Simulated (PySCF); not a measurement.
A PySCF script (with the pyscf-properties extension) for the NMR shieldings of `C#C[C@@H]1CC[C@]1(F)OC`, C7H9FO, on a GFN2-xTB geometry:

```python
import basis_set_exchange as bse
import numpy as np
from pyscf import gto, dft
from pyscf.prop import nmr

atoms = """
C    -1.049156    1.872364   -1.717652
C    -0.859940    0.791908   -1.237355
C    -0.670190   -0.497422   -0.623621
C    -1.716867   -0.838050    0.466137
C    -0.637230   -0.729886    1.554212
C     0.436506   -0.562469    0.474565
F     1.174235   -1.736794    0.308288
O     1.294142    0.479917    0.676518
C     2.225453    0.716062   -0.370060
H    -1.205375    2.812804   -2.154670
H    -0.538243   -1.264842   -1.389601
H    -2.130401   -1.837736    0.359954
H    -2.525744   -0.116190    0.546816
H    -0.495522   -1.607897    2.178660
H    -0.710991    0.158536    2.174666
H     2.845597   -0.167559   -0.541981
H     1.710193    0.991790   -1.293969
H     2.844773    1.541781   -0.029229
"""
names = dict.fromkeys(["C", "F", "O", "H"], "pcSseg-1")
basis = {el: gto.basis.parse(bse.get_basis(n, elements=[el], fmt="nwchem")) for el, n in names.items()}
mol = gto.M(atom=atoms, basis=basis, charge=0, verbose=0)
mf = dft.RKS(mol, xc="PBE0")
mf.grids.level = 2
mf.grids.alignment = dft.numint.BLKSIZE   # the property module wants whole blocks of grid points
mf.conv_tol = 1e-9
mf.kernel()

calc = nmr.RKS(mf)   # GIAO
C = mf.mo_coeff
Co = C[:, mf.mo_occ > 0]
resp = mf.gen_response(singlet=True, hermi=2)
def vind(x):   # induced exchange potential for any number of trial vectors
    d = np.einsum("pi,xij,qj->xpq", C, 2 * x.reshape(-1, C.shape[1], Co.shape[1]), Co, optimize=True)
    return np.einsum("xpq,pi,qj->xij", resp(d - d.transpose(0, 2, 1)), C, Co, optimize=True).ravel()
mo1, _ = nmr.rhf.solve_mo1(calc, with_cphf=vind)
sigma = calc.kernel(mo1)
for i, s in enumerate(sigma):   # ppm
    print("%2d %-2s %9.2f" % (i, mol.atom_pure_symbol(i), np.trace(s) / 3))
```

Question: Give the expected output.

Answer: 
```
 0 C     105.05
 1 C      98.97
 2 C     149.03
 3 C     167.09
 4 C     149.71
 5 C      68.81
 6 F     298.56
 7 O     248.25
 8 C     135.06
 9 H      29.81
10 H      28.35
11 H      29.53
12 H      29.96
13 H      29.14
14 H      29.03
15 H      27.98
16 H      27.49
17 H      28.17
```

These numbers come from an equivalent density-fitted implementation of the same equations, which agrees with the script to about 0.01 ppm for H and up to a few tenths of a ppm for heavy atoms, so last digits may differ.

Size and cost of the density-fitted run: 198 basis functions, 25 s wall time on 1 thread of an Arm Neoverse V2, shared host.
